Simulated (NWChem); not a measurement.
SnHF, singlet; SMILES [F][SnH]

```xyz
3

Sn     0.0333     0.2916     0.0000
H     -1.7550     0.4383     0.0000
F      0.0100    -1.6685     0.0000
```
Atoms are numbered in this order, from 1.

All runs: NWChem. Low-valent species are run as closed-shell singlets; no triplet was tried in these runs. Structure relaxed at the PBE0/def2-SVP level. def2 effective core potentials on Sn; no spin-orbit coupling. Vertical excitations in the gas phase; the lowest state need not have the same character in each row.

Q: Among these, which level gives the lowest value of “lowest excitation, singlet (eV)”?
A) PBE/def2-SVP, full TDDFT
B) B3LYP/def2-SVP, full TDDFT
C) PBE0/def2-SVP, full TDDFT
D) LDA (Slater exchange, VWN5)/def2-SVP, full TDDFT

A: D, LDA (Slater exchange, VWN5)/def2-SVP, full TDDFT. Values: LDA (Slater exchange, VWN5)/def2-SVP, full TDDFT 2.56; PBE/def2-SVP, full TDDFT 2.66; B3LYP/def2-SVP, full TDDFT 2.79; PBE0/def2-SVP, full TDDFT 2.85
